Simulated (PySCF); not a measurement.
Ta(S)(F)(OH)2 (FH2O2STa), SMILES [F][Ta]([OH])([OH])=[S], multiplicity 1.

Geometry optimised at B3LYP-D3(BJ)/def2-SVP. The spin state was assumed, not searched. The structure was generated by enumeration; whether it is a known compound was not checked. The def2 effective core potentials stand for the cores of Ta; spin–orbit coupling is left out. The values are those of a single conformer.

Two levels are set side by side: PBE/def2-TZVP (PySCF) and r2SCAN/def2-TZVP (PySCF). Same geometry, gas phase. Differences are taken from unrounded values.

```
quantity                       PBE
---------------------------  -----
orbital gap (eV)              4.21
highest occupied level (eV)  -6.50
lowest empty level (eV)      -2.29
dipole moment (D)             2.59
mean polarisability (bohr³)   66.0
```

Q: These are the PBE values. What does r2SCAN give? (Estimate from the structure and the level; the computed values follow.)

A: 
```
quantity                     r2SCAN  PBE minus r2SCAN
---------------------------  ------  ----------------
orbital gap (eV)               4.62             -0.41
highest occupied level (eV)   -6.80              0.30
lowest empty level (eV)       -2.18             -0.11
dipole moment (D)              2.67             -0.08
mean polarisability (bohr³)    64.4               1.7
```

Rough cost on one machine, each run with all the roots and properties that it gave: r2SCAN against PBE about 3 times.
